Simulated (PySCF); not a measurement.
## Pb²⁺ (lead, charge +2) across methods

[Xe] 4f14 5d10 6s1 6p1, high-spin 3P determinant (an excited configuration). Calculation: PySCF 2.14, in cc-pVTZ-PP with ECP60MDF (5s4p3d1f, 39 functions); scalar relativity through the core potential. The B2PLYP total includes its PT2 part (frozen core); its orbital energies are those of the SCF part.

```csv
method,E (hartree),mean ε 5d β (eV),mean ε 6s α (eV),mean ε 6p α (eV),Σ⟨r²⟩ (bohr²),⟨S²⟩
TPSS,-191.6790,-39.138,-29.117,-18.725,41.36,2.001
B2PLYP,-191.4327,-43.573,-31.482,-20.659,41.42,2.001
r2SCAN,-191.8232,-39.718,-29.607,-19.067,41.14,2.003
LDA,-191.4348,-39.253,-29.527,-18.858,41.45,2.001
B3LYP,-191.7973,-41.016,-30.180,-19.531,41.38,2.001
PBE0,-191.7396,-41.419,-30.448,-19.787,41.30,2.001
MN15,-191.3466,-41.704,-31.740,-20.482,41.37,2.001
PBE,-191.7563,-39.130,-29.172,-18.729,41.39,2.001
UHF,-190.83008,-47.167,-33.351,-22.408,41.55,2.003
```

Energies and moments cover only the electrons outside the core potential. Spin-orbit coupling, absent here, splits the open shell strongly.
